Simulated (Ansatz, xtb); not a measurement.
Relative energy of two conformers of B2BrFH2Si

Structure X is `FB=[BH-][SiH+]Br`, a singlet and structure Y is `FB=[BH-][SiH+]Br`, a singlet. Both are isolated molecules in the gas phase, relaxed with B3LYP-D3(BJ)/def2-SVP.

X (Å):

```xyz
7

B    -0.1307    0.5491   -0.9094
B     0.9912    0.4479   -1.9727
Br   -0.6257   -1.5954    2.0198
F     1.9682    0.2482   -2.7736
Si    0.3761   -0.8805    0.1651
H    -1.0584    1.2923   -0.7718
H     1.5494   -1.7648   -0.0723
```

Y (Å):

```yaml
atoms:
  - { symbol: B, position_ang: [-1.4873, 1.7940, 2.4582] }
  - { symbol: B, position_ang: [-2.1178, 0.5499, 1.7843] }
  - { symbol: Br, position_ang: [1.4446, 0.3959, 1.2200] }
  - { symbol: F, position_ang: [-0.8726, 2.7826, 2.9787] }
  - { symbol: Si, position_ang: [-0.6660, -0.3436, 1.0487] }
  - { symbol: H, position_ang: [-3.2485, 0.1607, 1.6968] }
  - { symbol: H, position_ang: [-0.6039, -1.6097, 0.2700] }
```

Energies in hartree; the thermal terms are from B3LYP-D3(BJ)/def2-SVP harmonic frequencies (ideal gas, rigid rotor, one conformer each, 298.15 K, 1 atm) and include the zero-point energy:

```
                               X            Y
E, CCSD(T)/def2-SVP  −3011.524270  −3011.523825
    E, MP2/def2-SVP  −3011.472899  −3011.472337
  E, MP2/def2-TZVPP  −3012.234502  −3012.232958
  zero-point energy      0.027941      0.027922
       H(298 K) − E      0.035671      0.035573
       G(298 K) − E     −0.004833     −0.004710
```

Q: Correct the CCSD(T) difference for the basis set by the MP2 change, then work out ΔE, ΔE₀, ΔH and ΔG for X → Y in kJ/mol (1 Eh = 2625.50 kJ/mol) and the equilibrium ratio [Y]/[X].

A: 1. Differences Y − X: CCSD(T) +0.000445, MP2 in the small set +0.000562, MP2 in the large set +0.001544 Eh.
2. ΔE = +0.000445 + (+0.001544 − (+0.000562)) = +0.001427 Eh = +3.75 kJ/mol.
3. ΔE₀ = ΔE + ΔZPE = +0.001427 + (−0.000019) Eh = +3.70 kJ/mol.
4. ΔH = ΔE + (−0.000098) Eh = +3.49 kJ/mol.
5. ΔG = ΔE + (+0.000123) Eh = +4.07 kJ/mol, so ΔS = (ΔH − ΔG)/T = −1.9 J/(mol K).
6. kT = 0.9442 mEh, so K = [Y]/[X] = exp(−ΔG/kT) = exp(−1.64) ≈ 0.19.

The two are too close for this level to say which is favoured. An error of 4 kJ/mol in ΔG would change K by a factor of 5. Mirror images and further conformers aren't counted.

Other levels gave ΔE = 0.0 (B3LYP-D3(BJ)/def2-SVP); +0.9 (HF/def2-SVP); +1.5 (MP2/def2-SVP); +1.2 (CCSD(T)/def2-SVP) kJ/mol. The correlated steps freeze 17 core orbitals; the filled d shell of Br is correlated, in a basis made for valence electrons. Programs: Ansatz 0.2.0.
